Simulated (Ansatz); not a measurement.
Calculation: Ansatz (a program for electronic structure) with frozen-core CCSD(T)/aug-cc-pVTZ // B3LYP-D3(BJ)/def2-TZVPD.

Ansatz 0.2 input:
```yaml
crystal:
  periodic: [false, false, false]
  atoms:
    - { symbol: C, position_ang: [-0.328701, 0.056445, -0.20815] }
    - { symbol: N, position_ang: [0.763796, 0.443083, 0.294971] }
    - { symbol: H, position_ang: [-0.73644, -0.954855, -0.111043] }
    - { symbol: H, position_ang: [-0.924089, 0.764903, -0.784321] }
    - { symbol: H, position_ang: [1.225434, -0.309577, 0.808544] }
basis:
  gaussian: { orbitals: aug-cc-pVTZ }
correlation:
  method: ccsd_t
```

Output:

```
Functional definition: HF
914 factors; integrals over basis functions are off by at most 7.4e-4 eV
mean field evaluation 1: about -2557.8544 eV, gradient 2.9e1 eV
mean field evaluation 2: about -2557.8568 eV, gradient 2.9e1 eV
mean field evaluation 4: about -2559.7380 eV, gradient 2.9e0 eV
mean field evaluation 8: about -2559.7680 eV, gradient 5.3e-4 eV
mean field evaluation 16: about -2559.7650 eV, gradient 2.5e-1 eV
mean field -2559.76800471 eV, -94.0697391002 hartree, gradient 2.6e-6 eV, S^2 0.000000; 0 other end points of the search recorded, 0 dependent functions left out
2 core orbitals not correlated
reference -2559.76800471 eV, -94.0697391002 hartree; 6, 6 occupied and 153, 153 virtual orbitals, 914 factors
second order -10.25398424 eV of doubles, -0.00000000 eV of singles
cycle   1  -10.35779672 eV  change   -1.0e-1 eV  update   6.9e-2
cycle   2  -10.64095054 eV  change   -2.8e-1 eV  update   2.2e-2
cycle   3  -10.70246676 eV  change   -6.2e-2 eV  update   1.1e-2
cycle   4  -10.69841600 eV  change    4.1e-3 eV  update   2.7e-3
cycle   5  -10.69942029 eV  change   -1.0e-3 eV  update   1.1e-3
cycle   6  -10.69970775 eV  change   -2.9e-4 eV  update   2.8e-4
cycle   7  -10.69961186 eV  change    9.6e-5 eV  update   1.0e-4
cycle   8  -10.69961286 eV  change   -9.9e-7 eV  update   3.8e-5
cycle   9  -10.69961965 eV  change   -6.8e-6 eV  update   1.3e-5
perturbative correction -0.47060706 eV, -0.0172944906 hartree
Total energy: -2570.93823143 eV, -94.4802373607 hartree
```

Cost: about 12 core-seconds (a rough figure).
